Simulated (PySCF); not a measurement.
A side-by-side comparison of computed properties.

First species: C₄H₁₃N₂PSi₂.
SMILES: `N#CC[Si@@](N)(P)CC[SiH3]`

Second species: ClH₁₃N₂Si₅.
Numbering: `[SiH3:1][NH:2][SiH2:3][Si@@H:4]([Cl:5])[N:6]([SiH3:7])[SiH3:8]` (hydrogens: H9, H10, H11 on Si1; H12 on N2; H13, H14 on Si3; H15 on Si4; H16, H17, H18 on Si7; H19, H20, H21 on Si8)

Cartesian coordinates in Å at the GFN2-xTB level; atoms count from 1:
```
atom  x, y, z in Å
Si1    1.954    0.463   -1.610
N2     2.045   -1.004   -0.684
Si3    1.607   -1.335    0.961
Si4   -0.319   -0.247    1.596
Cl5    0.086    1.382    2.726
N6    -1.321    0.307    0.281
Si7   -2.038   -0.949   -0.693
Si8   -1.613    2.011    0.008
H9     2.342    1.582   -0.751
H10    2.915    0.285   -2.703
H11    0.601    0.651   -2.143
H12    2.506   -1.765   -1.154
H13    1.447   -2.797    1.012
H14    2.745   -1.009    1.841
H15   -1.202   -1.050    2.461
H16   -2.990   -1.703    0.128
H17   -0.962   -1.839   -1.135
H18   -2.719   -0.318   -1.817
H19   -2.334    2.113   -1.258
H20   -2.431    2.538    1.101
H21   -0.326    2.700   -0.077
```

Levels: PBE0/pcSseg-1 for HOMO energy, LUMO energy and HOMO–LUMO gap. Geometries: GFN2-xTB. All species are isolated and taken at one optimised geometry, non-relativistic unless stated; the electronic structure was computed with PySCF and density fitting.

Dipoles, sizes and rotational constants follow the conformer. The torsions of the flexible species, by atom-mapped SMILES:
- `[SiH3:1][NH:2][SiH2:3][Si@@H:4]([Cl:5])[N:6]([SiH3:7])[SiH3:8]`: Si1–N2–Si3–Si4 39°, N2–Si3–Si4–Cl5 -102°, Si3–Si4–N6–Si7 66°

The conformers of `N#CC[Si@@](N)(P)CC[SiH3]` aren't listed.

```tsv
property	column X	column Y
HOMO energy	-7.58 eV	-7.15 eV
LUMO energy	0.22 eV	-0.94 eV
HOMO–LUMO gap	7.80 eV	6.21 eV
```

Which column belongs to which species?

Column X is the first species and column Y the second. The first has 22 atoms and 94 electrons, the second 21 and 114.

How does each property change from the first species to the second?

HOMO energy +0.43 eV; LUMO energy -1.16 eV; HOMO–LUMO gap -1.59 eV.

